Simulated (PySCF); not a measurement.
Species: C₇H₁₁N₂ (charge +1).
Cartesian coordinates in Å at the PBE0-D3(BJ)/def2-SVP level; atoms count from 1:
```xyz
20
C7H11N2 angstrom
C      3.2201    0.4987   -0.7423
N      2.3175   -0.1366    0.1810
C      0.9739   -0.1268    0.0665
C      0.3223    0.5282   -1.0073
C     -1.0597    0.5254   -1.1049
C     -1.8166   -0.1322   -0.1414
N     -3.2852   -0.1055   -0.2309
C     -1.2091   -0.7876    0.9299
C      0.1677   -0.7860    1.0301
H      3.0493    1.5870   -0.7999
H      3.1332    0.0777   -1.7585
H      4.2500    0.3397   -0.4011
H      2.7141   -0.6288    0.9693
H      0.9040    1.0400   -1.7732
H     -1.5343    1.0407   -1.9456
H     -3.7104    0.6311    0.3524
H     -3.5941    0.0610   -1.1970
H     -3.7002   -0.9994    0.0633
H     -1.8006   -1.3051    1.6907
H      0.6440   -1.3047    1.8651
```

Computed with PySCF at CAM-B3LYP/def2-SVPD, non-relativistic, on one gas-phase PBE0-D3(BJ)/def2-SVP geometry that isn't relaxed in the solvent. The solvent is an IEF-PCM continuum (cavity from Bondi-type radii × 1.2). Specific hydrogen bonds and non-electrostatic terms are outside this model.

Gas phase at CAM-B3LYP/def2-SVPD: HOMO -10.72 eV, LUMO -3.65 eV.

What does the continuum do to the energy and the frontier levels at CAM-B3LYP/def2-SVPD in chloroform and water?

```tsv
solvent	ε	E(solvent) − E(gas) (kcal/mol)	polarisation term (kcal/mol)	distortion of the solute (kcal/mol)	HOMO (eV)	LUMO (eV)
chloroform	4.711	-49.83	-51.79	1.96	-7.80	-0.24
water	78.36	-64.12	-68.07	3.95	-7.13	0.47
```

The first energy column is the sum of the next two and covers electrostatics alone. The atom shares or the degeneracy of the LUMO differ from the gas phase in chloroform and water, so that column needn't follow one orbital. From chloroform to water the lowering changes by a factor 1.29, Born's factor 1 − 1/ε by 1.25 and ε itself by 16.6.

Which radius a makes Born's formula ΔE = −(q²/2a)(1 − 1/ε) give the value in water?

a = q²(1 − 1/ε)/(2|ΔE|) = 2.56 Å, with q = +1 e and |ΔE| = 0.1022 Eh; the farthest nucleus lies 4.27 Å from the centroid of the nuclei. The formula assumes a point charge at the centre of a sphere.

How does the static polarisability (CAM-B3LYP/def2-SVPD, frozen core, with the continuum's full static response) change?

| medium | isotropic (au) | principal values (au) | ⟨r²⟩ of the electrons (bohr²) |
| --- | --- | --- | --- |
| gas | 98.4 | 58.6, 95.1, 141.6 | 1420.1 |
| chloroform | 123.9 | 73.9, 125.0, 172.8 | 1418.5 |
| water | 137.1 | 84.7, 141.1, 185.6 | 1417.6 |

The isotropic value in water is 1.39 times the gas-phase one; no cavity-field correction is applied. ⟨r²⟩ is taken about the centre of nuclear charge.

On Intel Xeon 6975P-C, one thread, no GPU, shared host with 192 logical CPUs at a one-minute load of 51, this took 50 s wall and 1.4 GiB of memory at its peak. This is the whole response run at CAM-B3LYP/def2-SVPD in water, SCF included.
